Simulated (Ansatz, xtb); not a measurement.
Pulling on the Ge1–H3 bond in GeH5N (SMILES [NH2][GeH3]) (multiplicity 1 held, fragments rigid). Energies count from the point at 1.537 Å.
Geometry at that point (charge 0, multiplicity 1):
```xyz
7

Ge    -0.3602     0.0405     0.0299
N      1.4703    -0.1400    -0.2088
H     -1.0324    -0.9064    -0.9769
H     -0.7026     1.5079    -0.2731
H     -0.8590    -0.3067     1.4546
H      1.8070    -1.0853    -0.0769
H      2.0201     0.4746     0.3779
```

Restricted levels (R-, RO-) in cc, def2 and unpolarised 6-31G sets keep to the state of the molecule at rest. Active spaces are followed from a long bond inwards. Curves can end on different states.

Cores are frozen in the correlated methods. Filled d and f shells under p-block atoms count as core.

The values were computed with Ansatz (a quantum-chemistry and plane-wave program) with Gaussian orbitals; xtb for the GFN methods. Values without a source in brackets are computed. The GFN methods have no spin term and hold the electronic entropy of 300 K.

Energies in kcal/mol.

```csv
R (Å),GFN2-xTB,R-CCSD/cc-pVDZ,"CASSCF(2,2)/cc-pVDZ","FIC-MRCISD+Q on CASSCF(2,2)/cc-pVDZ"
1.230,25.1,31.7,33.5,31.6
1.383,2.5,6.4,7.4,6.4
1.537,0.0,0.0,0.0,0.0
1.691,4.3,3.6,2.5,3.5
1.844,10.9,12.1,9.9,11.9
2.075,22.6,28.3,24.4,27.8
2.305,34.9,44.5,38.9,43.5
2.690,53.9,66.6,58.3,64.2
3.074,69.0,80.9,70.2,76.7
3.535,81.8,89.9,76.8,83.6
4.150,91.3,94.5,79.4,86.4
4.918,95.7,96.1,80.0,87.0
```

Doubts at one or more of the structures used: a restricted determinant that unrestricted orbitals would lower (R-CCSD/cc-pVDZ); other coupled-cluster roots lie near (R-CCSD/cc-pVDZ); T1 above 0.05 (R-CCSD/cc-pVDZ).
